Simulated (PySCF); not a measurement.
**Basis and Hamiltonian dependence of the excitation energy of Ga**

Ga [Ar] 3d10 4s2 4p1 (2P) → Ga [Ar] 3d10 4s1 4p2 (4P). Calculated with PySCF 2.14 from differences of total energies of unrestricted determinants, without spin-orbit coupling. Values in eV.

| basis | Hamiltonian | functions | UHF | LDA | PBE0 | MP2 (valence) | CCSD(T) (valence) | CCSD(T) (valence and next inner shell) |
| --- | --- | --- | --- | --- | --- | --- | --- | --- |
| aug-cc-pVDZ-PP with ECP10MDF | ECP | 32 | 3.333 | 5.349 | 4.763 | 3.937 | 4.241 | n/a |
| aug-cc-pVDZ-DK | spin-free X2C | 36 | 3.350 | 5.327 | 4.768 | 3.957 | 4.260 | n/a |
| ANO-RCC-VTZP | spin-free X2C | 43 | 3.283 | 5.295 | 4.746 | 3.916 | 4.219 | 4.554 |
| x2c-TZVPPall | spin-free X2C | 48 | 3.324 | 5.310 | 4.765 | 4.021 | 4.279 | 4.496 |
| aug-cc-pwCVDZ-PP with ECP10MDF | ECP | 48 | 3.322 | 5.345 | 4.762 | 3.972 | 4.262 | 4.625 |
| aug-cc-pVTZ-PP with ECP10MDF | ECP | 55 | 3.292 | 5.333 | 4.749 | 4.002 | 4.261 | n/a |
| x2c-TZVPPall with one added diffuse shell each of s, p, d type | spin-free X2C | 57 | 3.333 | 5.324 | 4.775 | 4.031 | 4.288 | 4.505 |
| aug-cc-pVTZ-PP with one added diffuse shell each of s, d, f type with ECP10MDF | ECP | 68 | 3.292 | 5.333 | 4.749 | 4.002 | 4.261 | n/a |
| dyall-av2z | non-relativistic | 92 | 3.102 | 5.053 | 4.520 | 3.746 | 4.046 | n/a |
| aug-cc-pVQZ-DK | spin-free X2C | 93 | 3.288 | 5.296 | 4.749 | 4.035 | 4.270 | n/a |
| x2c-QZVPPall | spin-free X2C | 94 | 3.302 | 5.330 | 4.776 | 4.043 | 4.278 | n/a |
| def2-QZVPPD | non-relativistic | 95 | 3.055 | 5.014 | 4.483 | 3.802 | 4.048 | n/a |
| aug-cc-pV5Z-PP with ECP10MDF | ECP | 136 | 3.284 | 5.346 | 4.752 | 4.055 | n/a | n/a |

Question: Estimate the row for x2c-QZVPPall with one added diffuse shell each of s, p, d, f type (spin-free X2C, 110 functions).

Answer: From the rows with the same Hamiltonian and similar size; the calculation gives UHF 3.30; LDA 5.33; PBE0 4.78; MP2 (valence) 4.04 (eV).

Frozen in the all-electron rows: valence: [Ar] 3d10; valence and next inner shell: [Ne]; with a core potential, the same shells as far as they lie outside it.

Non-relativistic rows lack the scalar-relativistic shift.
